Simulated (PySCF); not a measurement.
Homolysis of single bonds, series Ga NH2-H. Isolated molecules, 0 K electronic values unless said otherwise. One relaxed conformer stands for each flexible species; it need not be the lowest. Strings in code marks are SMILES.

The numbers are results of r2SCAN-D4/def2-TZVP in PySCF 2.14.0, not measurements. 

| species | HOMO–LUMO gap (eV) | HOMO (eV) |
|---|---|---|
| whole molecule (`[NH2][Ga]([NH2])[NH2]`) | 5.47 | -5.66 |
| whole molecule (`[NH2][GaH][NH2]`) | 5.47 | -5.60 |
| radical fragment (`[NH2][GaH]`) | – | – |
| whole molecule (`[GaH2][NH2]`) | 5.15 | -6.33 |
| radical fragment (`[GaH2]`) | – | – |
| whole molecule (`[GaH3]`) | 5.38 | -7.68 |
